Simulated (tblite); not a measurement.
CH₃Cl₃Si, triplet, at the geometry of the source list (a higher spin typed on purpose: for a closed-shell molecule this is an excited state); IPEA1-xTB in tblite.

Here is a job for tblite.
```
$ tblite run mol.xyz --method ipea1 --charge 0 --spin 2 --json tblite.json --no-restart

# file mol.xyz
8

C     -1.04170000    -0.20300000     0.03620000
Si     0.82190000     0.16020000    -0.02860000
Cl     1.70540000    -1.00140000    -1.42920000
Cl     1.13270000     2.10330000    -0.49670000
Cl     1.66510000    -0.22430000     1.76940000
H     -1.23160000    -1.24300000     0.28650000
H     -1.53670000     0.41110000     0.78330000
H     -1.51520000    -0.00290000    -0.92090000
```

Output, abridged:

```
xTB calculator
 | screened Coulomb repulsion
 | Coulomb electrostatics
 |  * isotropic Klopman-Ohno-Mataga-Nishimoto electrostatics
 |  * onsite third-order electrostatics
 | DFT-D3(BJ) dispersion correction

halogen bonding energy    0.0000000000000E+00 Eh
repulsion energy          1.2955095279806E-01 Eh
dispersion energy        -4.1508973860880E-03 Eh
number of electrons       3.2000000000000E+01 e
integral cutoff           4.0000000000000E+01 bohr

------------------------------------------------------------
  cycle        total energy    energy error   density error
------------------------------------------------------------
      1     -19.03633737100  -1.9161737E+01   4.9154370E-01
      2     -18.97555698548   6.0780386E-02   3.1063682E-01
      3     -18.67373827095   3.0181871E-01   3.0876948E-01
      4     -18.98222641644  -3.0848815E-01   1.6924259E-01
      5     -19.07035375401  -8.8127338E-02   7.6137921E-02
      6     -19.07688326977  -6.5295158E-03   6.0546875E-02
      7     -19.07301292616   3.8703436E-03   4.2560930E-02
      8     -19.08548049904  -1.2467573E-02   1.4685969E-02
      9     -19.03723519630   4.8245303E-02   9.5718368E-02
     10     -19.03200885384   5.2263425E-03   1.0125232E-01
     11     -19.07640150061  -4.4392647E-02   4.3491201E-02
     12     -19.08444680869  -8.0453081E-03   2.1419888E-02
     13     -19.08121142152   3.2353872E-03   3.2300025E-02
     14     -19.08683477563  -5.6233541E-03   2.3564260E-03
     15     -19.08685691775  -2.2142112E-05   1.4189500E-03
     16     -19.08681087887   4.6038878E-05   3.2866259E-03
     17     -19.08684119830  -3.0319434E-05   2.1088182E-03
     18     -19.08685694926  -1.5750961E-05   1.1833304E-03
     19     -19.08686380701  -6.8577497E-06   3.8837520E-04
     20     -19.08686463314  -8.2612921E-07   5.8775432E-05
     21     -19.08686465285  -1.9710903E-08   4.0045883E-06
------------------------------------------------------------

electronic energy        -1.9212264708264E+01 Eh
total energy             -1.9086864652852E+01 Eh

Post processing:
 | Mayer-Wiberg bond orders

[Info] JSON dump of results written to 'tblite.json'
```
